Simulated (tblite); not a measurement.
Compound: C4H10BO2P.
Atom-mapped SMILES: `[CH2:1]=[CH:2][CH2:3][O:4][B:5]([PH2:6])[O:7][CH3:8]` (hydrogens: H9, H10 on C1; H11 on C2; H12, H13 on C3; H14, H15 on P6; H16, H17, H18 on C8)

Computed with GFN2-xTB (tblite), gas phase: L-BFGS steps from a force-field or distance-geometry start until the largest atomic force falls under 0.01 eV/Å.

Step 8: E = -694.8695 eV
```
atom  x, y, z in Å  |  force x, y, z in eV/Å
C1     -3.2162    0.3745   -0.3491    0.104  -0.068  -0.019
C2     -2.4822   -0.7257   -0.3633   -0.040  -0.023   0.117
C3     -1.1964   -0.8885    0.4018    0.050   0.142   0.009
O4     -0.1857   -0.0029   -0.0657   -0.431  -0.089  -0.116
B5      1.0182    0.0568    0.5389   -0.014  -0.163   0.072
P6      1.2858    1.1875    2.0617    0.011   0.331   0.099
O7      2.0250   -0.7573    0.1216    0.263   0.127  -0.198
C8      2.9343   -0.2990   -0.8544   -0.036  -0.014   0.135
H9     -4.1554    0.4561   -0.8757    0.156  -0.045  -0.014
H10    -2.8910    1.2524    0.1868   -0.029  -0.043   0.022
H11    -2.7895   -1.6059   -0.9097   -0.086   0.059  -0.063
H12    -1.3486   -0.6424    1.4658   -0.135  -0.201   0.016
H13    -0.7927   -1.9096    0.3139   -0.250   0.090   0.064
H14     0.2006    1.9955    1.8044   -0.098   0.020   0.090
H15     2.1275    2.0553    1.3921    0.123  -0.066   0.089
H16     2.3762   -0.0078   -1.7528    0.225  -0.110  -0.046
H17     3.4524    0.5827   -0.4546    0.187  -0.094  -0.184
H18     3.6290   -1.1154   -1.0534    0.001   0.146  -0.072
```

Step 9: E = -694.8923 eV
```
atom  x, y, z in Å  |  force x, y, z in eV/Å
C1     -3.2183    0.3761   -0.3533    0.127  -0.087   0.011
C2     -2.4869   -0.7271   -0.3613   -0.051  -0.023   0.121
C3     -1.2039   -0.9005    0.4142   -0.042   0.130  -0.016
O4     -0.1936   -0.0167   -0.0569   -0.370  -0.170  -0.025
B5      1.0134    0.0590    0.5414   -0.017  -0.054   0.197
P6      1.2843    1.1943    2.0828   -0.022   0.217  -0.113
O7      2.0302   -0.7283    0.1113    0.206   0.183  -0.192
C8      2.9462   -0.2915   -0.8651   -0.012  -0.030   0.115
H9     -4.1573    0.4689   -0.8802    0.195  -0.099  -0.036
H10    -2.8976    1.2551    0.1844   -0.003  -0.069   0.045
H11    -2.7866   -1.6048   -0.9192   -0.101   0.104  -0.021
H12    -1.3627   -0.6632    1.4829   -0.088  -0.182  -0.104
H13    -0.8106   -1.9301    0.3212   -0.249   0.235   0.073
H14     0.2097    2.0061    1.8003   -0.157   0.033   0.125
H15     2.1247    2.0539    1.3986    0.152  -0.081   0.100
H16     2.4009   -0.0038   -1.7757    0.230  -0.155   0.039
H17     3.4784    0.5907   -0.4783    0.145  -0.182  -0.178
H18     3.6207   -1.1318   -1.0387    0.058   0.229  -0.141
```

Step 10: E = -694.9177 eV
```
atom  x, y, z in Å  |  force x, y, z in eV/Å
C1     -3.2185    0.3772   -0.3575    0.108  -0.064   0.050
C2     -2.4930   -0.7302   -0.3566   -0.068  -0.020   0.084
C3     -1.2143   -0.9120    0.4279   -0.166   0.056  -0.020
O4     -0.2061   -0.0339   -0.0473   -0.141  -0.201   0.091
B5      1.0066    0.0590    0.5464   -0.036   0.069   0.248
P6      1.2818    1.2063    2.1042   -0.073   0.016  -0.281
O7      2.0375   -0.6920    0.0979    0.028   0.234  -0.093
C8      2.9604   -0.2836   -0.8762    0.047  -0.026   0.029
H9     -4.1552    0.4809   -0.8861    0.198  -0.147  -0.079
H10    -2.9048    1.2567    0.1827    0.036  -0.077   0.083
H11    -2.7854   -1.6015   -0.9301   -0.112   0.119   0.023
H12    -1.3802   -0.6899    1.5005   -0.049  -0.115  -0.168
H13    -0.8357   -1.9488    0.3305   -0.204   0.292   0.066
H14     0.2165    2.0183    1.7984   -0.212   0.066   0.139
H15     2.1252    2.0510    1.4077    0.187  -0.060   0.081
H16     2.4331   -0.0024   -1.8006    0.189  -0.172   0.082
H17     3.5107    0.5963   -0.5081    0.119  -0.215  -0.135
H18     3.6127   -1.1451   -1.0252    0.148   0.244  -0.198
```

Step 11: E = -694.9472 eV
```
atom  x, y, z in Å  |  force x, y, z in eV/Å
C1     -3.2169    0.3776   -0.3614    0.042   0.004   0.087
C2     -2.5014   -0.7346   -0.3495   -0.081  -0.015   0.012
C3     -1.2303   -0.9242    0.4431   -0.257  -0.044  -0.001
O4     -0.2213   -0.0573   -0.0339    0.152  -0.182   0.186
B5      0.9972    0.0587    0.5551   -0.044   0.187   0.208
P6      1.2771    1.2215    2.1237   -0.129  -0.202  -0.359
O7      2.0450   -0.6444    0.0815   -0.175   0.261   0.035
C8      2.9780   -0.2750   -0.8888    0.104  -0.017  -0.068
H9     -4.1482    0.4915   -0.8945    0.159  -0.176  -0.139
H10    -2.9125    1.2566    0.1826    0.084  -0.063   0.134
H11    -2.7867   -1.5952   -0.9423   -0.126   0.094   0.059
H12    -1.4018   -0.7232    1.5179   -0.034  -0.001  -0.152
H13    -0.8689   -1.9647    0.3427   -0.119   0.225   0.036
H14     0.2200    2.0337    1.7993   -0.245   0.105   0.130
H15     2.1299    2.0463    1.4200    0.213  -0.017   0.042
H16     2.4743   -0.0044   -1.8278    0.099  -0.161   0.068
H17     3.5508    0.5986   -0.5453    0.114  -0.187  -0.055
H18     3.6069   -1.1552   -1.0141    0.243   0.189  -0.222
```

Problem. Estimate the geometry and energy of step 12. (The exact step hangs on the optimiser's Hessian estimate; all steps are aligned on step 11, rigid shifts and turns removed.)

Solution. E = -694.9808 eV, largest force 0.514 eV/Å
```
atom  x, y, z in Å  |  force x, y, z in eV/Å
C1     -3.2146    0.3784   -0.3642   -0.048   0.086   0.110
C2     -2.5130   -0.7399   -0.3408   -0.084   0.004  -0.073
C3     -1.2539   -0.9391    0.4609   -0.251  -0.123   0.029
O4     -0.2366   -0.0895   -0.0134    0.406  -0.123   0.223
B5      0.9857    0.0615    0.5683   -0.029   0.260   0.072
P6      1.2687    1.2367    2.1397   -0.171  -0.345  -0.341
O7      2.0507   -0.5815    0.0621   -0.293   0.260   0.116
C8      3.0002   -0.2655   -0.9042    0.116  -0.015  -0.119
H9     -4.1365    0.5006   -0.9073    0.090  -0.176  -0.203
H10    -2.9198    1.2551    0.1853    0.126  -0.032   0.192
H11    -2.7907   -1.5861   -0.9557   -0.147   0.034   0.078
H12    -1.4282   -0.7625    1.5355   -0.056   0.145  -0.055
H13    -0.9106   -1.9793    0.3579   -0.016   0.033  -0.013
H14     0.2198    2.0538    1.8033   -0.234   0.125   0.108
H15     2.1394    2.0398    1.4358    0.205   0.018   0.011
H16     2.5250   -0.0099   -1.8588   -0.024  -0.132   0.012
H17     3.6007    0.5974   -0.5906    0.120  -0.122   0.046
H18     3.6050   -1.1635   -1.0054    0.291   0.101  -0.193
```

The energy changes by -0.0336 eV. The first-order estimate −F·Δx gives -0.0457 eV and the mean of the old and new forces, exact on a quadratic surface, -0.0336 eV. The step makes an angle of 74° with the force vector and moves no atom by more than 0.067 Å.

The cost below is that of the whole relaxation. Time: 2.0 s of wall time. Hardware: an Arm Neoverse N1 with one thread, shared host with 64 logical CPUs at a one-minute load of 52.
